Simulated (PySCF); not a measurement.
Excitations are Tamm–Dancoff values on a coarser integration grid. The basis has no diffuse functions, so Rydberg states are missing or too high.

**[B(CH3)3(NCH)] (charge 0, multiplicity 1)**

Level of theory: PySCF with PBE-D3(BJ)/def2-TZVP // B3LYP-D3(BJ)/def2-SVP.

| Item | Result |
|---|---|
| HOMO | -6.24 eV |
| dipole moment | 4.99 D |
| HOMO–LUMO gap | 4.19 eV |
| LUMO | -2.06 eV |
| S1 excitation (TDA) | 4.19 eV |
| S1 oscillator strength | 0.000 |
| brightest of the four lowest singlets (TDA) | 5.04 eV |
| charge on the central atom (Mulliken) | 0.02 e |
| charge on the central atom (meta-Löwdin) | 0.03 e |
| total energy | -237.7956 Ha |
| cost | around 9 core-minutes (rough) |

Bond lengths (Å): B1–C2 1.629, B1–C6 1.629, B1–C10 1.629, B1–N15 1.597, C2–H3 1.104, C2–H4 1.104, C2–H5 1.104, C6–H7 1.104, C6–H8 1.104, C6–H9 1.104, C10–H11 1.104, C10–H12 1.104, C10–H13 1.104, C14–N15 1.150, C14–H16 1.079. Angles (°): C2–B1–C6 113.7, C2–B1–C10 113.7, C2–B1–N15 104.8, C6–B1–C10 113.7, C6–B1–N15 104.8, C10–B1–N15 104.8, B1–C2–H3 113.3, B1–C2–H4 113.3, B1–C2–H5 108.1, H3–C2–H4 107.9, H3–C2–H5 106.9, H4–C2–H5 106.9, B1–C6–H7 108.1, B1–C6–H8 113.3, B1–C6–H9 113.3, H7–C6–H8 106.9, H7–C6–H9 106.9, H8–C6–H9 107.9, B1–C10–H11 113.3, B1–C10–H12 108.1, B1–C10–H13 113.3, H11–C10–H12 106.9, H11–C10–H13 107.9, H12–C10–H13 106.9, N15–C14–H16 180.0, B1–N15–C14 180.0.
Charge 0, spin multiplicity 1.
